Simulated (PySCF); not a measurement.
**Spinor energies of Sc²⁺ (scandium, charge +2)**

Start: [Ar] 3d1; 3d5/2 filled at m_j = +5/2. Calculated with PySCF 2.14 in x2c-QZVPPall-2c: generalised Hartree-Fock with the X2C-1e Hamiltonian and a Gaussian nucleus; one run each with spin-orbit coupling (SO) screened by Boettger's factors, then bare. This is a chosen level, not necessarily the ground level.

| spinor shell | electrons | ε, screened SO (eV) | ε, bare SO (eV) | weight of nominal j (bare SO) | rms radius, bare SO (bohr) |
| --- | --- | --- | --- | --- | --- |
| 1s1/2 | 2 | -4555.0 | -4555.0 | 1.000 | 0.0844 |
| 2s1/2 | 2 | -539.34 | -539.34 | 1.000 | 0.370 |
| 2p1/2 | 2 | -445.23 | -445.58 | 0.998 | 0.338 |
| 2p3/2 | 4 | -440.55 | -440.39 | 0.999 | 0.341 |
| 3s1/2 | 2 | -85.507 | -85.511 | 1.000 | 1.15 |
| 3p3/2 | 4 | -58.271 | -57.846 | 0.858 | 1.27 |
| 3p1/2 | 2 | -57.455 | -58.318 | 0.717 | 1.26 |
| 3d5/2 | 1 | -24.533 | -24.521 | 1.000 | 1.74 |

```json
{"quantity": "E (hartree)", "screened SO": "-762.64827", "bare SO": "-762.64896"}
{"quantity": "M_J", "screened SO": "5/2", "bare SO": "5/2"}
{"quantity": "⟨J²⟩", "screened SO": "8.755", "bare SO": "8.755"}
{"quantity": "⟨L²⟩", "screened SO": "6.005", "bare SO": "6.005"}
{"quantity": "⟨S²⟩", "screened SO": "0.751", "bare SO": "0.751"}
```

Each row is a mean over spinors that exchange with the open shell spreads, by up to 4.462 eV (3p3/2).

Rows whose weight is well below 1 are mixtures of j = l ± 1/2: exchange outweighs spin-orbit coupling there, and the label is only the starting occupation.
